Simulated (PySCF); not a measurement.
Run record: coupled-cluster job, `BC(=C)C`.

Computed with EOM-CCSD/aug-cc-pVDZ, vertical, frozen core, gas phase (PySCF 2.14.0). Geometry: PBE0-D3(BJ)/def2-SVP. The command runs a driver script over a list of jobs; the input below is this job's line of settings and its coordinates in Å.

Command:
```bash
OMP_NUM_THREADS=1 python probes_run.py task.json out
```

Input:
```
{"job": {"kind": "eom", "basis": "aug-cc-pVDZ", "nee": 0}, "charge": 0, "multiplicity": 1}
B     -0.170147     1.128876    -1.003970
C      0.046818     0.007220     0.040387
C      1.218311     0.004255     0.711932
C     -0.998360    -1.046310     0.282334
H     -1.175784     1.174548    -1.678337
H      0.680896     1.975862    -1.156906
H      1.467525    -0.760301     1.459444
H      1.972500     0.775696     0.530360
H     -1.954299    -0.589025     0.584744
H     -1.207845    -1.608592    -0.642152
H     -0.702017    -1.765836     1.060938
```

Question: What does the run print?

Answer: 
```
E(HF) = -142.3407856001
E(MP2) = -142.8541515283
E(CCSD) = -142.9064226249
T1 diagnostic = 0.0101

EOM-IP-CCSD (eV)   Koopmans (eV)
  10.1557      10.0414
  11.3414      12.4568
  11.9260      12.7209
  12.9275      14.0185
  14.4034      15.3280
  14.6946      15.8379
  15.0586      16.4468
  16.6608      18.3179
```

Question: How far is the first EOM-IP root from its Koopmans value?

Answer: 10.16 eV against 10.04 eV, a difference of +0.12 eV.

Question: What share of the CCSD correlation energy does MP2 give?

Answer: MP2 -0.51337 Eh against CCSD -0.56564 Eh: 90.8 %.

In short: CCSD correlation energy -0.5656 Eh; T1 diagnostic 0.010; first ionisation 10.16 eV.

On Intel Xeon 6975P-C, one thread, no GPU, on a shared host, this took 1.7 min wall and 2.9 GiB of memory at its peak.
Labels such as C1 count atoms from 1, the log's own numbers from 0.
